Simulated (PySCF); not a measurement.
# Radial density of Al⁺ (aluminium, charge +1)

UHF, [Ne] 3s2, closed-shell 1S. Computed with PySCF 2.14 in def2-SVP (4s3p1d, 18 functions), with the non-relativistic Hamiltonian (point nucleus).

```csv
r (bohr),4πr²ρ (e/bohr)
0.00209,0.06888
0.00351,0.1921
0.00590,0.5234
0.00993,1.350
0.0167,3.175
0.0281,6.728
0.0472,11.60
0.0795,14.65
0.134,11.56
0.225,8.469
0.378,12.14
0.636,10.13
1.07,2.678
1.80,0.9790
3.03,0.5849
5.09,0.03556
8.56,0.0001401
```
